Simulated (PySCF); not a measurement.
# Radial density of Pm¹⁸⁺ (promethium, charge +18)

M06, [Kr] 4d7, high-spin 4F determinant. Calculation: PySCF 2.14, in an even-tempered Gaussian basis (20 s from 0.86 bohr⁻², ratio 2.5; 15 p from 1.1 bohr⁻², ratio 2.5; 10 d from 1.1 bohr⁻², ratio 2.5; 4 f from 6.7 bohr⁻², ratio 2.7; 4 g from 10 bohr⁻², ratio 2.7); scalar relativity by spin-free X2C-1e.

```csv
r (bohr),4πr²ρ (e/bohr),4πr²(ρα − ρβ)
0.0247,73.43,0.0059
0.0415,78.82,0.0688
0.0699,106.7,0.5096
0.117,80.65,1.8397
0.198,92.56,1.4993
0.332,42.29,0.5831
0.559,35.30,6.3417
0.940,7.120,1.6282
1.58,0.02126,0.0069
```

Densities and radii are taken from the X2C orbitals without a picture-change correction, which distorts them close to the nucleus.

Spin-orbit coupling is strong in this species (close to jj coupling), so the high-spin LS determinant is a model state, not a physical level.
